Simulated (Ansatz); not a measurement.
Ansatz (an electronic-structure program) input:

Ansatz 0.2 input:
```yaml
crystal:
  periodic: [false, false, false]
  atoms:
    - {symbol: B, position_ang: [0.01827732, -0.01967071, 0.02476731]}
    - {symbol: F, position_ang: [1.23929023, -0.49341957, -0.23190531]}
    - {symbol: F, position_ang: [-0.51025756, -0.29119197, 1.21980641]}
    - {symbol: N, position_ang: [-0.67924097, 0.73102389, -0.92042913]}
    - {symbol: H, position_ang: [-1.59871957, 1.09644554, -0.74685486]}
    - {symbol: H, position_ang: [-0.29927426, 0.94624460, -1.82508776]}
basis:
  gaussian:
    orbitals: def2-TZVP
hamiltonian:
  xc: b3lyp
  dispersion: d3bj
phonons: {temperatures: {t_min: 298.15, t_max: 298.15, t_step: 100}}
```

Problem. Predict the final energy.

Solution. -280.80170 Eh (B3LYP-D3(BJ)/def2-TZVP). The basis has 136 functions. The run takes about 30 core-seconds (a rough figure).
